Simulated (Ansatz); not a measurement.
`O[SiH]([SiH3])P` + H₂Te → `P[TeH]` + `O[SiH2][SiH3]`  (cleavage of the P–Si bond)

Gas-phase electronic energies from Ansatz, PBE0-D4/def2-TZVP geometries. CBS: MP2 limit from def2 TZ/QZ plus the TZ coupled-cluster correction, frozen cores. Functionals use def2-TZVPP. B3LYP here is the variant with VWN-RPA as its local correlation; programs differ in this. def2 core potentials past Kr. For Te outer-core shells are correlated without core-valence functions, which leaves a few kJ/mol of doubt a bond. One conformer a species, not always the lowest.

`O[SiH]([SiH3])P`:

Z-matrix (Å, degrees):
```
Si
Si 1 2.336
P 1 2.260 2 113.3
O 1 1.654 2 106.6 3 -121.4
H 1 1.494 2 110.9 3 117.2
H 2 1.488 1 112.4 3 -180.0
H 2 1.488 1 109.7 3 58.5
H 2 1.489 1 108.2 3 -59.8
H 3 1.420 1 95.5 2 -32.3
H 3 1.421 1 92.7 2 62.1
H 4 0.959 1 117.4 2 177.5
```

H₂Te:

```xyz
3

Te    0.706    0.215   -0.244
H    -0.475   -0.786   -0.830
H    -0.231    0.571    1.074
```

`P[TeH]`:

```xyz
5

P     0.925    0.148    0.026
Te   -1.528   -0.124    0.039
H     1.085   -0.003   -1.376
H     1.230   -1.214    0.284
H    -1.712    1.194    1.027
```

`O[SiH2][SiH3]`:

Cartesian coordinates in Å:
```
O 0.738 1.875 0.479
Si 0.085 0.818 -0.612
Si -0.167 -1.341 0.273
H 0.268 2.009 1.303
H -1.247 1.290 -1.093
H 1.023 0.806 -1.762
H -0.807 -2.233 -0.733
H -1.038 -1.301 1.482
H 1.145 -1.924 0.665
```

```
             level  ΔE (kJ/mol)  difference from CCSD(T)/CBS
            PBE-D4         -0.2                          4.4
         r2SCAN-D4         -0.4                          4.2
           PBE0-D4          0.1                          4.7
          B3LYP-D4         -4.2                          0.4
           ωB97X-V         -0.1                          4.5
           ωB97M-V         -1.6                          3.0
            B2PLYP         -6.5                         -1.9
               PBE         -3.3                          1.3
            r2SCAN         -1.6                          3.0
              PBE0         -2.8                          1.8
             B3LYP         -9.0                         -4.4
     HF/def2-TZVPP        -10.6                         -6.0
    MP2/def2-TZVPP         -3.9                          0.7
SCS-MP2/def2-TZVPP         -6.2                         -1.6
   CCSD/def2-TZVPP          0.1                          4.7
CCSD(T)/def2-TZVPP          0.8                          5.4
     HF/def2-QZVPP        -11.7                         -7.1
    MP2/def2-QZVPP         -7.4                         -2.8
SCS-MP2/def2-QZVPP         -9.2                         -4.6
      HF/CBS(def2)        -11.9                         -7.3
     MP2/CBS(def2)         -9.4                         -4.8
    CCSD/CBS(def2)         -5.3                         -0.7
       CCSD(T)/CBS         -4.6                            0
```

Largest T1 diagnostic among the species: 0.014.

In def2-TZVPP, CCSD(T) changes the Hartree–Fock value by +11.5 kJ/mol (the triples alone add +0.7 kJ/mol) and MP2 by +6.7 kJ/mol. The D4 term adds +4.7 kJ/mol with B3LYP and +3.0 kJ/mol with PBE0; it sums over pairs of atoms, weighted by their polarisabilities, and B3LYP, whose exchange is more repulsive, gets the larger term.
